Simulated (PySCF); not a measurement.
## NMR problem set

Rapidly exchanging positions averaged, a single conformation, non-relativistic, no solvent. Shielding tensors at PBE0/pcSseg-1 (GIAO); geometry from GFN2-xTB; PySCF.

Scale: $^{1}$H and $^{13}$C against TMS (reference shieldings calculated alike). Where no couplings were computed, multiplicities follow the n + 1 count of equivalent neighbours, and m marks all less simple cases (inequivalent or close neighbours, rings, F or P nearby). Shifts are as computed. Against solution values, carbons near 30 ppm lie about +3 ppm off and those near 130 ppm about +5 ppm. Of 1211 compounds with measured shifts, 218 miss one by over three times the rms of a fit or turn the order of signals round; such compounds aren't used in these exercises.

Task: C₉H₁₂O. $^{1}$H NMR (600 MHz, computed): δ 6.21 (s, 1H), 4.68 (s, 1H), 3.79 (s, 3H), 1.79 (s, 3H), 1.28 (m, 2H), 1.08 (m, 2H). $^{13}$C{$^{1}$H} NMR (computed): δ 169.0 (C), 154.5 (C), 130.9 (CH), 107.5 (CH), 57.3 (CH3), 37.6 (C), 15.7 (CH2), 14.2 (CH3). What is it?

Result: `CC1=CC(OC)=CC12CC2`. Rings plus π bonds: 4 (2 rings in the answer). 8 carbon signals for 9 carbons: some carbons are equivalent by symmetry or fast rotation. Carbon types of the structure: 3 × C, 2 × CH, 2 × CH2, 2 × CH3, which accounts for all hydrogens. δC 169.0: alkene carbon bearing oxygen; an sp2 carbon further deshielded by the attached heteroatom. δC 154.5: fully substituted alkene carbon; the olefinic region. δC 130.9: alkene CH; an sp2 carbon of a C=C bond. δC 107.5: β carbon of an enol-ether or enamine type C=C; the O or N lone pair pushes π density onto this β carbon and shields it.

The shifts were computed for this structure.

Task: C₄H₁₅NSi₃. $^{1}$H NMR (300 MHz, computed): δ 4.65 (s, 6H), 4.15 (m, 1H), 4.01 (m, 1H), 2.57 (m, 1H), 1.20 (m, 1H), 0.72 (m, 1H), 0.27 (m, 3H), -0.18 (m, 1H). $^{13}$C{$^{1}$H} NMR (computed): δ 38.0, 16.8, 5.4, -6.4. Give a structure.

Result: `C[SiH2][C@@H]1C[C@@H]1N([SiH3])[SiH3]`. Rings plus π bonds: 1 (1 ring in the answer). 4 carbon signals for 4 carbons: no two carbons are equivalent. Carbon types of the structure: 2 × CH, 1 × CH2, 1 × CH3, leaving 8 H on heteroatoms. δC 38.0, 16.8, 5.4: three-membered-ring carbon. δC -6.4: methyl carbon bonded to Si; an electropositive neighbour leaves it electron-rich and shielded. δH 2.57, 1.20, 0.72, -0.18: hydrogen on a three-membered-ring carbon. δH 0.27: hydrogen on a methyl carbon bonded to Si; an electropositive neighbour shields it, as in TMS itself.

The shifts were computed for this structure.
